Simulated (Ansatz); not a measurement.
Input for Ansatz (an electronic-structure program): U-PBE0/def2-TZVPP on SiC+, 2S+1 = 2, a spin state set in the input, which need not be the lowest. Charge +1.

Ansatz 0.2 input:
```yaml
crystal:
  periodic: [false, false, false]
  atoms:
    - {symbol: C, position_ang: [0.00000000, 0.00000000, 0.00000000]}
    - {symbol: Si, position_ang: [0.00000000, 0.00000000, 1.77600000]}
basis:
  gaussian:
    orbitals: def2-TZVPP
hamiltonian:
  xc: {name: PBE0}
total_charge: 1
magnetization: {spin_polarized: true, initial_magnetization: 1}
relax: {f_tol: 0.002, max_steps: 120}
```

Output:

```
WARN ansatz: RAYON_NUM_THREADS=2 ignored (pool sized by the plan → 2); use --threads N
Functional definition: PBE0
integrals: 0.01 GiB planned
471 factors; their error is unknown
mean field: 0.18 GiB planned
mean field evaluation 1: about -8873.6553 eV, gradient 5.5e1 eV
mean field evaluation 2: about -8801.6414 eV, gradient 9.2e1 eV
mean field evaluation 4: about -8893.2725 eV, gradient 3.5e0 eV
mean field evaluation 8: about -8893.3378 eV, gradient 3.3e-1 eV
mean field evaluation 16: about -8894.1591 eV, gradient 4.9e0 eV
mean field evaluation 32: about -8894.5884 eV, gradient 1.4e-4 eV
mean field evaluation 64: about -8894.5868 eV, gradient 4.1e-2 eV
mean field evaluation 96: about -8894.5881 eV, gradient 1.1e-2 eV
mean field evaluation 128: about -8894.5833 eV, gradient 4.0e-1 eV
mean field evaluation 160: about -8894.5773 eV, gradient 6.9e-2 eV
mean field -8894.58839404 eV, -326.8700945126 hartree, gradient 6.7e-9 eV, S^2 1.785396; 12 other end points of the search recorded, 0 dependent functions left out
the calculation of the forces begins
reference -8894.58841815 eV, -326.8700953985 hartree; 10, 9 occupied and 63, 64 virtual orbitals, 471 factors
relax step   1: F+E_penalty+E_count = -8894.58839404 eV  Δ(F+E_penalty+E_count) = +0.000e0 eV  max|allowed force component| = 1.122e0 eV/Å  Δτ_max = 0.0000 Å  (608 SCF iters, accepted)
these checks for a lower state are left out or cut short: starts, cluster_reference, orbital_swaps, neighbouring_geometries, increment
integrals: 0.01 GiB planned
471 factors; their error is unknown
mean field: 0.18 GiB planned
mean field evaluation 192: about -8894.6081 eV, gradient 5.4e-2 eV
mean field -8894.60873495 eV, -326.8708420269 hartree, gradient 8.5e-9 eV, S^2 1.796314; 0 other end points of the search recorded, 0 dependent functions left out
the calculation of the forces begins
reference -8894.60875899 eV, -326.8708429103 hartree; 10, 9 occupied and 63, 64 virtual orbitals, 471 factors
relax step   2: F+E_penalty+E_count = -8894.60873495 eV  Δ(F+E_penalty+E_count) = -2.034e-2 eV  max|allowed force component| = 6.232e-1 eV/Å  Δτ_max = 0.0118 Å  (110 SCF iters, accepted)
these checks for a lower state are left out or cut short: starts, cluster_reference, orbital_swaps, neighbouring_geometries, increment
integrals: 0.01 GiB planned
471 factors; their error is unknown
mean field: 0.18 GiB planned
mean field evaluation 224: about -8894.6197 eV, gradient 1.1e-7 eV
mean field -8894.61965668 eV, -326.8712433933 hartree, gradient 5.8e-8 eV, S^2 1.802951; 0 other end points of the search recorded, 0 dependent functions left out
the calculation of the forces begins
reference -8894.61968061 eV, -326.8712442727 hartree; 10, 9 occupied and 63, 64 virtual orbitals, 471 factors
relax step   3: F+E_penalty+E_count = -8894.61965668 eV  Δ(F+E_penalty+E_count) = -1.092e-2 eV  max|allowed force component| = 9.767e-2 eV/Å  Δτ_max = 0.0154 Å  (105 SCF iters, accepted)
these checks for a lower state are left out or cut short: starts, cluster_reference, orbital_swaps, neighbouring_geometries, increment
integrals: 0.01 GiB planned
471 factors; their error is unknown
mean field: 0.18 GiB planned
mean field -8894.61995490 eV, -326.8712543525 hartree, gradient 3.0e-8 eV, S^2 1.802809; 0 other end points of the search recorded, 0 dependent functions left out
the calculation of the forces begins
reference -8894.61997881 eV, -326.8712552313 hartree; 10, 9 occupied and 63, 64 virtual orbitals, 471 factors
relax step   4: F+E_penalty+E_count = -8894.61995490 eV  Δ(F+E_penalty+E_count) = -2.982e-4 eV  max|allowed force component| = 2.201e-4 eV/Å  Δτ_max = 0.0031 Å  (96 SCF iters, accepted)
integrals: 0.01 GiB planned
471 factors; their error is unknown
mean field: 0.18 GiB planned
mean field evaluation 256: about -8893.2084 eV, gradient 6.3e-1 eV
mean field evaluation 288: about -8893.2387 eV, gradient 1.7e0 eV
mean field evaluation 320: about -8893.3011 eV, gradient 8.4e-2 eV
mean field evaluation 352: about -8894.6110 eV, gradient 4.7e-1 eV
mean field evaluation 384: about -8893.5797 eV, gradient 5.7e0 eV
mean field -8894.61995490 eV, -326.8712543525 hartree, gradient 3.0e-8 eV, S^2 1.802809; 14 other end points of the search recorded, 0 dependent functions left out
the calculation of the forces begins
reference -8894.61997881 eV, -326.8712552313 hartree; 10, 9 occupied and 63, 64 virtual orbitals, 471 factors
Total energy: -8894.61997881 eV, -326.8712552313 hartree
Atom 0 at    -0.000000    -0.000000    -0.030276 Å, force     0.000000    -0.000000    -0.000220 eV/Å
Atom 1 at     0.000000     0.000000     1.806276 Å, force    -0.000000     0.000000     0.000220 eV/Å
Dipole moment:     0.005659    -0.000000     0.307428 e Å
```

The run converged. Its determinant has ⟨S²⟩ = 1.80, a mixture of spin states.

Cost: around 50 core-seconds (rough).
